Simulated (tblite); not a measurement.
C5H6N3P.
Cartesian coordinates in Å at the GFN2-xTB level; atoms count from 1:
```
atom  x, y, z in Å
C1    -2.048   -0.436    0.589
C2    -1.235   -0.372   -0.701
N3     0.075    0.177   -0.449
C4     0.383    1.486   -0.475
P5     2.016    1.796   -0.023
C6     2.137    0.032    0.177
C7     3.303   -0.627    0.594
N8     4.278   -1.118    0.947
N9     1.033   -0.637   -0.089
H10   -3.026   -0.865    0.391
H11   -2.182    0.559    1.009
H12   -1.536   -1.056    1.320
H13   -1.093   -1.378   -1.104
H14   -1.740    0.249   -1.444
H15   -0.369    2.198   -0.765
```

Level: GFN2-xTB in tblite, geometry and Hessian alike; calculated harmonic values, unscaled, isolated species. Against measured fundamentals such values can be off by several per cent, at times by over 20. One conformer, not necessarily the lowest.

Harmonic wavenumbers (cm⁻¹): 35.9, 104.3, 126.4, 156.6, 203.4, 335.4, 341.6, 412.5, 476.9, 511.1, 548.7, 584.4, 616.6, 731.8, 744.3, 825.9, 926.4, 959.3, 1044.2, 1088.2, 1094.5, 1148.6, 1191.2, 1228.2, 1315.6, 1356.4, 1390.0, 1406.6, 1442.8, 1454.4, 1484.5, 1492.2, 2362.5, 2979.8, 2990.9, 3039.4, 3052.1, 3058.5, 3122.4.

A = 2671, B = 961.1, C = 754.0 MHz; mass 139.030 u (most abundant isotopes); point group C1, symmetry number 1.

Q: Zero-point energy?

A: Half the sum of the wavenumbers: 23692 cm⁻¹ = 283.42 kJ/mol.

Q: What is S at 200 K and 1 bar for an ideal gas of classical rigid rotors and harmonic oscillators?

A: Translation 162.10, rotation 118.44, vibration 65.90: S = 346.4 J/(mol K).

Q: And Cp and H(200 K) − H(0)?

A: Cp = 104.75 J/(mol K), of which vibrations give 71.49 (their classical limit is 39 R = 324.3); H(200 K) − H(0) = 13.77 kJ/mol without the zero-point energy, 7.11 from vibrations.

Q: Which modes carry the vibrational entropy at 200 K?

A: 35.9 cm⁻¹: 19.59; 104.3 cm⁻¹: 10.90; 126.4 cm⁻¹: 9.39; 156.6 cm⁻¹: 7.75; 203.4 cm⁻¹: 5.85; 335.4 cm⁻¹: 2.75 J/(mol K); the other 33 give 9.67 together.

Q: Blend soft modes into free rotors: weight 1/[1 + (100 cm⁻¹/ν̃)⁴] for the oscillator and the rest for a rotor with moment μB/(μ + B), μ = h/(8π²ν), B = 10⁻⁴⁴ kg m². What vibrational entropy results?

A: 60.79 J/(mol K) in place of 65.90, which changes −T·S at 200 K by +1.02 kJ/mol.

Hindered rotation and anharmonicity are outside this model. Other conformers, if any are populated, would add a mixing term that is left out. The structure is chiral; the term R ln 2 for an equal mix with its mirror image is left out.
